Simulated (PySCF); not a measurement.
**Partial charges of `CS[Si@@H]([SiH3])O[SiH3]`**

Compound: CH10OSSi3.
Cartesian coordinates in Å at the PBE0-D3(BJ)/def2-SVP level; atoms count from 1:
```
atom  x, y, z in Å
C1     2.668   -0.560   -0.274
S2     1.614    0.789    0.358
Si3   -0.149   -0.294    0.891
Si4   -1.545    1.272    1.938
O5    -0.901   -0.926   -0.457
Si6   -1.189   -0.407   -2.014
H7     3.592   -0.094   -0.643
H8     2.920   -1.272    0.524
H9     2.182   -1.087   -1.106
H10    0.203   -1.462    1.749
H11   -0.909    1.797    3.185
H12   -2.852    0.634    2.285
H13   -1.797    2.409    1.000
H14   -1.671    1.007   -2.020
H15    0.059   -0.502   -2.830
H16   -2.232   -1.294   -2.599
```

Density: PBE0/pcSseg-1 (PySCF); schemes: Mulliken, IAO, Hirshfeld and ESP-fitted. One conformer (not necessarily the lowest) at the PBE0-D3(BJ)/def2-SVP geometry, without solvent, vibrations or thermal averaging.

**Question.** Tabulate the Mulliken, IAO, Hirshfeld and ESP-fitted charges.

**Answer.** In e:

```
atom                environment  Mulliken     IAO  Hirshfeld  ESP-fitted
  C1            S-methyl carbon    -0.408  -0.490     -0.111      -0.326
  S2  sulfur bonded to C and Si    -0.297  -0.179     -0.089      -0.253
 Si3       oxygen-bound silicon    +0.645  +0.762     +0.300      +0.326
 Si4               SiH3 silicon    +0.172  +0.246     +0.206      +0.165
  O5            siloxane oxygen    -0.761  -0.868     -0.313      -0.388
 Si6       oxygen-bound silicon    +0.722  +0.839     +0.376      +0.504
  H7            methyl hydrogen    +0.166  +0.170     +0.053      +0.175
  H8            methyl hydrogen    +0.159  +0.156     +0.047      +0.136
  H9            methyl hydrogen    +0.162  +0.155     +0.045      +0.137
 H10              Si–H hydrogen    -0.072  -0.120     -0.075      -0.037
 H11              Si–H hydrogen    -0.052  -0.087     -0.069      -0.057
 H12              Si–H hydrogen    -0.053  -0.088     -0.069      -0.048
 H13              Si–H hydrogen    -0.052  -0.085     -0.069      -0.041
 H14              Si–H hydrogen    -0.110  -0.140     -0.079      -0.103
 H15              Si–H hydrogen    -0.114  -0.143     -0.079      -0.097
 H16              Si–H hydrogen    -0.108  -0.127     -0.075      -0.094
```

Mean size of the charges over all atoms: IAO 0.291 e, Mulliken 0.253 e, ESP-fitted 0.180 e, Hirshfeld 0.128 e. Each set sums to the total charge, 0, to within 0.001 e. The ESP scheme is a least-squares fit of atom-centred charges to the potential on four shells outside the van der Waals surface, with the total charge fixed. The Mulliken scheme counts on each atom the diagonal of the density matrix times the overlap matrix over that atom's basis functions.

Lowest charge. All schemes agree: Mulliken O5 (-0.761); IAO O5 (-0.868); Hirshfeld O5 (-0.313); ESP-fitted O5 (-0.388).

Highest charge. All schemes agree: Mulliken Si6 (+0.722); IAO Si6 (+0.839); Hirshfeld Si6 (+0.376); ESP-fitted Si6 (+0.504).

**Question.** How closely do the schemes follow one another over all atoms?

**Answer.** Correlation coefficient and root-mean-square difference: Mulliken with IAO 0.99, 0.067 e; Mulliken with ESP-fitted 0.97, 0.137 e; IAO with Hirshfeld 0.97, 0.242 e; IAO with ESP-fitted 0.96, 0.192 e; Mulliken with Hirshfeld 0.95, 0.196 e; Hirshfeld with ESP-fitted 0.94, 0.091 e.

**Question.** How many electrons does the IAO scheme count on S2?

**Answer.** Z − q = 16 − (-0.179) = 16.179.

The run behind these numbers computed NMR shieldings as well. Hardware: an Arm Neoverse V2 with one thread (shared host). Cost: 29 s of wall time.
